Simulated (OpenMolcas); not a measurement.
S⁺: thermal populations, Slater's ratio, worked from levels

```
Program             : OpenMolcas
Basis               : ANO-R1 [4s3p1d]
Scalar Hamiltonian  : X2C, finite nucleus
Active space        : 5 electrons in 4 orbitals (3s 3p)
State averaging     : 2S+1 = 4 odd, 1 root; 2S+1 = 2 odd, 8 roots; 2S+1 = 4 even, 3 roots; 2S+1 = 2 even, 9 roots
Spin-orbit coupling : state interaction with AMFI integrals over the reference wave functions, term energies averaged over their components
```

Methods: CASSCF; SS-CASPT2, IPEA 0.25 Eh, imaginary shift 0.1 Eh (closed shells correlated: 2s 2p). Measured levels: NIST Handbook of Basic Atomic Spectroscopic Data.

**Thermal populations.** Z = Σ (2J + 1) exp(-E/kT) with k = 0.695035 cm-1/K, over the levels below. No other level of either list lies under 90000 cm-1, which is above 7 kT at each temperature.

```
          Level  2J + 1  SS-CASPT2  measured
3s2 3p3 4S* 3/2       4        0.0       0.0
3s2 3p3 2D* 3/2       4      17270     14853
3s2 3p3 2D* 5/2       6      17300     14885
3s2 3p3 2P* 1/2       2      26360     24525
3s2 3p3 2P* 3/2       4      26370     24572
  3s 3p4 4P 5/2       6      82640     79395
  3s 3p4 4P 3/2       4      83010     79757
  3s 3p4 4P 1/2       2      83230     79963
```

```json
{"T (K)": "8000", "Z, SS-CASPT2": "4.499", "Z, measured levels": "4.762", "Ground level (%), SS-CASPT2": "88.9", "Ground level (%), measured levels": "84.0"}
{"T (K)": "12000", "Z, SS-CASPT2": "5.513", "Z, measured levels": "5.998", "Ground level (%), SS-CASPT2": "72.6", "Ground level (%), measured levels": "66.7"}
```

At 12000 K, kT = 8340 cm-1, and the computed levels give Z = 4.000 + 0.504 + 0.754 + 0.085 + 0.169 + 0.000 + 0.000 + 0.000 = 5.513.

**Slater's ratio.** With one set of orbitals, p3 has 2D* - 4S* = 9 F2 and 2P* - 2D* = 6 F2 (F2 = F²/25), a ratio of 2/3. Term energies are centres of gravity, weighted by 2J + 1.

| Source | 2D* - 4S* | 2P* - 4S* | F2 from the first | Ratio |
| --- | --- | --- | --- | --- |
| CASSCF | 19112 | 26130 | 2124 | 0.367 |
| SS-CASPT2 | 17290 | 26368 | 1921 | 0.525 |
| measured | 14872 | 24556 | 1652 | 0.651 |

Energies in cm-1. A ratio away from 2/3 shows effects beyond one configuration with one set of orbitals, and in heavier atoms second-order spin-orbit shifts. In CASSCF the valence s occupation is 1.95 in 2P* against 2.00 in 2D*: mixing out of s² acts most on 2P* and pulls it down.

CASPT2 does not keep the components of a term degenerate, so their means are used; among the terms shown or strongly mixed into the levels shown the widest spread is 180 cm-1 (3s2 3p3 2D*, SS-CASPT2). Over all roots computed the reference weight is 0.89 to 0.97 in SS-CASPT2; the roots of lowest weight are the least certain, and an intruder state may touch them. Terms of s pⁿ other than that of highest spin mix with s² pⁿ⁻² d, which this space lacks; all of them can be thousands of cm-1 off, and some have no real level of that name. Without dynamic correlation excited terms often stand tens of per cent too high (terms of higher spin than the ground term too low), and those without a measured partner can miss by more than the paired ones (holds for CASSCF). Some terms miss by over 15 % even with CASPT2, which points to a basis or an active space too small for the shells correlated (holds for SS-CASPT2). Computed and measured levels are paired by configuration, term and J; levels that our copy of the source lacks, or whose pairing is in doubt (as where it misses far off the trend of its configuration), stay unpaired and out of the deviations. Levels of configurations outside the active space are missing.

* marks odd parity.
